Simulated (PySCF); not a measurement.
BrHSZn. Atoms are numbered in the order given.

```xyz
4

Zn    -0.0206     0.5038     0.0000
Br     0.0094    -1.7327     0.0000
S     -0.0624     2.6735     0.0000
H      1.2883     2.7546     0.0000
```

The structure is a stationary point at PBE0-D3(BJ)/def2-SVP. The values are those of a single conformer.

The numbers are results of TDA-B3LYP/def2-SVPD run with PySCF, not measurements.

Vertical excitations. The molecule is in vacuum. State labels are in the subgroup Cs.

Computed lowest excited states:
```csv
state,symmetry,energy (eV),λ (nm),f,main pairs
S1,A",4.59,270,0.015,HOMO→LUMO 99 %
S2,A",5.40,230,0.000,HOMO→LUMO+1 99 %
S3,A',5.48,226,0.023,HOMO−1→LUMO 99 %
S4,A",5.53,224,0.039,HOMO−2→LUMO 99 %
S5,A',5.94,209,0.006,"HOMO→LUMO+2 67 %, HOMO−3→LUMO 31 %"
S6,A",6.29,197,0.015,HOMO→LUMO+3 84 %
S7,A",6.35,195,0.002,HOMO−2→LUMO+1 88 %
S8,A',6.41,194,0.010,HOMO−1→LUMO+1 77 %
S9,A",6.71,185,0.000,HOMO−1→LUMO+2 99 %
S10,A',6.84,181,0.128,"HOMO−3→LUMO+1 47 %, HOMO−2→LUMO+2 28 %, HOMO−3→LUMO 14 %"
T1,A",4.24,292,0,HOMO→LUMO 98 %
T2,A',5.15,241,0,HOMO−1→LUMO 98 %
T3,A",5.19,239,0,HOMO−2→LUMO 97 %
T4,A",5.25,236,0,HOMO→LUMO+1 93 %
```
Triplets are in the Tamm–Dancoff approximation.
